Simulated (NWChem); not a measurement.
System: pyrazole (C$_{3}$H$_{4}$N$_{2}$); SMILES c1c[nH]nc1

NWChem printed, in part:

```
             Northwest Computational Chemistry Package (NWChem) 7.3.0
             --------------------------------------------------------

 CS  symmetry detected

                             Geometry "geometry" -> ""
                             -------------------------

 Output coordinates in angstroms (scale by  1.889725989 to convert to a.u.)

  No.       Tag          Charge          X              Y              Z
 ---- ---------------- ---------- -------------- -------------- --------------
    1 C                    6.0000     0.56491162     1.05802903     0.00000000
    2 C                    6.0000     1.13355066    -0.23535782     0.00000000
    3 N                    7.0000     0.20363970    -1.17997625     0.00000000
    4 N                    7.0000    -0.94702820    -0.51689577     0.00000000
    5 C                    6.0000    -0.79685005     0.82765397     0.00000000
    6 H                    1.0000     1.07220170     2.01954557     0.00000000
    7 H                    1.0000     2.18748269    -0.51223091     0.00000000
    8 H                    1.0000    -1.81621211    -1.03475226     0.00000000
    9 H                    1.0000    -1.64942615     1.50359060     0.00000000

 Effective nuclear repulsion energy (a.u.)     163.5365283021

      Symmetry information
      --------------------

 Group name             Cs
 Group number              2
 Group order               2
 No. of unique centers     9

  pbe96 is a nonlocal functional; adding pw91lda local functional.

                                 NWChem DFT Module
                                 -----------------

 Summary of "ao basis" -> "ao basis" (spherical)
 ------------------------------------------------------------------------------
       Tag                 Description            Shells   Functions and Types
 ---------------- ------------------------------  ------  ---------------------
 C                           3-21g                   5        9   3s2p
 N                           3-21g                   5        9   3s2p
 H                           3-21g                   2        2   2s

      Symmetry analysis of basis
      --------------------------

        a'         43
        a"         10

            General Information
            -------------------
          SCF calculation type: DFT
          Wavefunction type:  closed shell.
          No. of atoms     :     9
          No. of electrons :    36
           Alpha electrons :    18
            Beta electrons :    18
          Charge           :     0
          Spin multiplicity:     1
          Use of symmetry is: off; symmetry adaption is: on
          Maximum number of iterations: 150
          AO basis - number of functions:    53
                     number of shells:    33
          Convergence on energy requested:  1.00D-06
          Convergence on density requested:  1.00D-05
          Convergence on gradient requested:  5.00D-04

              XC Information
              --------------
          PerdewBurkeErnzerhof Exchange Functional  1.000
            Perdew 1991 LDA Correlation Functional  1.000 local
           PerdewBurkeErnz. Correlation Functional  1.000 non-local

             Grid Information
             ----------------
          Grid used for XC integration:  medium
          Radial quadrature: Mura-Knowles
          Angular quadrature: Lebedev.
          Tag              B.-S. Rad. Rad. Pts. Rad. Cut. Ang. Pts.
          ---              ---------- --------- --------- ---------
          C                   0.70       49           9.0       434
          N                   0.65       49           8.0       434
          H                   0.35       45          10.0       434
          Grid pruning is: on
          Number of quadrature shells:   425
          Spatial weights used:  Erf1

      Superposition of Atomic Density Guess
      -------------------------------------

 Sum of atomic energies:        -222.40280471

      Non-variational initial energy
      ------------------------------

 Total energy =    -225.816077
 1-e energy   =    -624.252541
 2-e energy   =     234.899936
 HOMO         =      -0.260120
 LUMO         =       0.071370

      Symmetry analysis of molecular orbitals - initial
      -------------------------------------------------

  Numbering of irreducible representations:

     1 a'          2 a"

  Orbital symmetries:

[...]

                                NWChem TDDFT Module
                                -------------------

            General Information
            -------------------
           No. of orbitals :     106
            Alpha orbitals :      53
             Beta orbitals :      53
        Alpha frozen cores :       0
         Beta frozen cores :       0
     Alpha frozen virtuals :       0
      Beta frozen virtuals :       0
         Spin multiplicity :       1
    Number of AO functions :      53
        Use of symmetry is : off
      Symmetry adaption is : on
         Schwarz screening :  0.10D-07

              XC Information
              --------------
   PerdewBurkeErnzerhof Exchange Functional   1.00
     Perdew 1991 LDA Correlation Functional   1.00 local
    PerdewBurkeErnz. Correlation Functional   1.00 non-local

             TDDFT Information
             -----------------
          Calculation type : Tamm-Dancoff TDDFT
         Wavefunction type : Restricted singlets
          No. of electrons :      36
           Alpha electrons :      18
            Beta electrons :      18
              No. of roots :       6
          Max subspacesize :    5200
            Max iterations :     100
               Target root :       1
           Target symmetry : none
      Symmetry restriction : off
                 Algorithm : Optimal
        Davidson threshold :  0.10D-03

    6 smallest eigenvalue differences (eV)
--------------------------------------------------------
  No. Spin  Occ  Vir  Irrep   E(Occ)    E(Vir)   E(Diff)
--------------------------------------------------------
    1    1   18   19 a'       -0.214     0.004     5.925
    2    1   17   19 a"       -0.218     0.004     6.033
    3    1   16   19 a'       -0.224     0.004     6.194
    4    1   18   20 a'       -0.214     0.050     7.178
    5    1   17   20 a"       -0.218     0.050     7.286
    6    1   16   20 a'       -0.224     0.050     7.447
--------------------------------------------------------

  Entering Davidson iterations
  Restricted singlet excited states

  Iter   NTrls   NConv    DeltaV     DeltaE      Time
  ----  ------  ------  ---------  ---------  ---------
    1      6       0     0.29E+00   0.10+100        1.8
    2     12       0     0.83E-01   0.93E-01        1.9
    3     18       0     0.30E-01   0.45E-01        1.6
    4     24       1     0.47E-02   0.19E-02        1.5
    5     29       4     0.32E-01   0.46E-02        1.3
    6     31       4     0.39E-02   0.14E-02        0.7
    7     33       5     0.30E-03   0.17E-04        0.7
    8     34       6     0.32E-04   0.11E-06        0.5
  ----  ------  ------  ---------  ---------  ---------
  Convergence criterion met

  Ground state a'       -224.667381491981 a.u.

  ----------------------------------------------------------------------------
  Root   1 singlet a"             0.238937267 a.u.                6.5018 eV
  ----------------------------------------------------------------------------
     Transition Moments    X -0.00000   Y -0.00000   Z -0.21031
     Dipole Oscillator Strength                    0.0070457022
     Electric Quadrupole                           0.0000000454
     Magnetic Dipole                               0.0000017064
     Total Oscillator Strength                     0.0070474540

     Occ.   17  a'  ---  Virt.   19  a"       0.94357
     Occ.   17  a'  ---  Virt.   20  a"      -0.32223
  ----------------------------------------------------------------------------
  Root   2 singlet a'             0.259257757 a.u.                7.0548 eV
  ----------------------------------------------------------------------------
     Transition Moments    X -0.33160   Y -0.09430   Z -0.00000
     Dipole Oscillator Strength                    0.0205422718
     Electric Quadrupole                           0.0000000078
     Magnetic Dipole                               0.0000000377
     Total Oscillator Strength                     0.0205423173

     Occ.   13  a"  ---  Virt.   19  a"      -0.16201
     Occ.   16  a"  ---  Virt.   19  a"       0.74640
     Occ.   16  a"  ---  Virt.   20  a"      -0.19265
     Occ.   18  a"  ---  Virt.   19  a"       0.28861
     Occ.   18  a"  ---  Virt.   20  a"       0.53314
  ----------------------------------------------------------------------------
  Root   3 singlet a"             0.282666791 a.u.                7.6918 eV
  ----------------------------------------------------------------------------
     Transition Moments    X  0.00000   Y -0.00000   Z  0.26839
     Dipole Oscillator Strength                    0.0135742682
     Electric Quadrupole                           0.0000001106
     Magnetic Dipole                               0.0000033194
     Total Oscillator Strength                     0.0135776982

     Occ.   17  a'  ---  Virt.   19  a"      -0.29980
     Occ.   17  a'  ---  Virt.   20  a"      -0.89931
     Occ.   18  a"  ---  Virt.   21  a'       0.29936
  ----------------------------------------------------------------------------
  Root   4 singlet a"             0.285364545 a.u.                7.7652 eV
  ----------------------------------------------------------------------------
     Transition Moments    X -0.00000   Y  0.00000   Z  0.09935
     Dipole Oscillator Strength                    0.0018779555
     Electric Quadrupole                           0.0000000194
     Magnetic Dipole                               0.0000008661
     Total Oscillator Strength                     0.0018788411

[...]
```

Level: PBE/3-21G, TDA. STO-3G and 3-21G are far too small for this property and stand as cheap habits. All runs use the structure optimised with PBE0/def2-SVP.

Problem. Write an input that gives this output.

Solution. One answer among several that fit: the input that was run:
```
start job
memory heap 200 mb stack 900 mb global 1100 mb
geometry units angstroms noautoz
  C      0.035121     1.196842     0.000000
  C      1.121017     0.292945     0.000000
  N      0.710148    -0.967303     0.000000
  N     -0.615480    -0.887161     0.000000
  C     -1.080868     0.383186     0.000000
  H      0.060212     2.283685     0.000000
  H      2.187783     0.515300     0.000000
  H     -1.162375    -1.738373     0.000000
  H     -2.145443     0.607811     0.000000
end
basis spherical
  C library 3-21g
  N library 3-21g
  H library 3-21g
end
dft
  xc xpbe96 cpbe96
  iterations 150
end
tddft
  cis
  nroots 6
  notriplet
end
task tddft energy
```
